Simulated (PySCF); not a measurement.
## W (tungsten, neutral) across methods

[Xe] 4f14 5d3 6s2 7s1, high-spin 5F determinant (an excited configuration). Computed with PySCF 2.14 in x2c-TZVPPall with one added diffuse shell each of s, p, d, f type (12s8p8d4f1g, 113 functions), with scalar relativity by spin-free X2C-1e.

```tsv
method	E (hartree)	mean ε 6s α (eV)	mean ε 6s β (eV)	mean ε 7s α (eV)	Σ⟨r²⟩ (bohr²)	⟨S²⟩
r2SCAN	-16143.32	-10.222	-9.010	-1.622	134.5	6.009
LDA	-16132.88	-10.253	-9.149	-1.641	130.8	6.001
UHF	-16137.99448	-12.396	-10.596	-2.359	141.7	6.011
PBE0	-16143.00	-10.829	-9.553	-1.910	136.1	6.004
PBE	-16143.23	-10.062	-8.854	-1.658	134.3	6.002
```

Spin-orbit coupling, absent here, splits the open shell strongly. The outer electron is Rydberg-like, and this basis confines it to a smaller radius and binds it less than a complete one would.
